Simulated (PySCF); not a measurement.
2-thiophenemethanol, C₅H₆OS.
Bonds: O1–C2, C2–C3, C3–C4 (aromatic), C4–C5 (aromatic), C5–C6 (aromatic), C6–S7 (aromatic), C3–S7 (aromatic). Hydrogens: H8 on O1; H9, H10 on C2; H11 on C4; H12 on C5; H13 on C6.

NICS = −σ at a ghost point: NICS(0) at the centroid of the ring atoms, NICS(1) 1 Å to either side along the normal of their mean plane, zz for the tensor component along that normal. Level: GIAO B3LYP/pcSseg-2 (PySCF, non-relativistic, gas phase) on the PBE0-D3(BJ)/def2-SVP geometry, one conformer.

Ring bond lengths (Å): C3–C4 1.374, C4–C5 1.422, C5–C6 1.371, C6–S7 1.715, S7–C3 1.730.

What do the NICS probes read (ppm)?

```json
{"ring": "C3–C4–C5–C6–S7", "type": "5-membered ring with S; formal bonds all aromatic", "NICS(0)": "-12.4", "NICS(1), two faces": "-9.7 / -9.9", "NICS(1)zz, two faces": "-26.9 / -27.9", "rms pucker (Å)": "0.00", "centre to ring atoms, mean (Å)": "1.29"}
```

What do they say, and how far can they be read as aromaticity?

- C3–C4–C5–C6–S7: mean NICS(1)zz -27.4 ppm, shielded. For a flat ring without four-coordinate atoms the NICS criterion counts such a value as aromatic.

What does the geometric index give? HOMA = 1 − mean of α(R − Ropt)² over the ring bonds, with Krygowski's 1993 parameters (CC: Ropt 1.388 Å, α 257.7 Å⁻²; CS: Ropt 1.677 Å, α 94.09 Å⁻²).

- C3–C4–C5–C6–S7: HOMA 0.84; the largest term is that of C4–C5, α(R − Ropt)² = 0.30. The geometric and the magnetic index point the same way.

What is the mean of the two in-plane components of NICS at the first NICS(1) probe listed for ring C3–C4–C5–C6–S7, 1 Å off the ring?

The isotropic value is a third of the trace: (3 × -9.7 − (-26.9))/2 = -1.1 ppm.

How shielded are the nuclei of the rings and their hydrogens (means over atoms taken as equivalent)?

```
atoms                        environment  σ isotropic (ppm)  principal values of the symmetric part, first atom (ppm)
   C3        substituted aromatic carbon               17.8                                        -60.1, -4.5, 118.1
   C4                 aromatic CH carbon               42.2                                        -40.9, 28.7, 138.7
   C5                 aromatic CH carbon               42.0                                        -44.7, 29.8, 140.9
   C6  aromatic CH next to a ring sulfur               42.1                                        -51.9, 43.6, 134.7
   S7              thiophene-type sulfur              231.5                                        99.4, 246.1, 348.8
  H11                  aromatic hydrogen              24.07                                          21.5, 23.4, 27.4
  H12                  aromatic hydrogen              24.19                                          21.4, 24.3, 26.9
  H13                  aromatic hydrogen              24.16                                          21.5, 24.3, 26.7
```

How do the values depend on the level or the medium?

```
              level  NICS(0), C3–C4–C5–C6–S7  mean NICS(1)zz, C3–C4–C5–C6–S7
B3LYP/pcSseg-2, gas                    -12.4                           -27.4
 PBE0/pcSseg-1, gas                    -12.7                           -27.3
```

The geometry is the same throughout.

Hardware: Arm Neoverse V1, one thread, shared host. Cost: 56 s. This is the whole shielding run at B3LYP/pcSseg-2, SCF included.

Shape of the structure used: `[OH:1][CH2:2][c:3]1[cH:4][cH:5][cH:6][s:7]1`: O1–C2–C3–C4 79°, H–O1–C2–C3 52°.
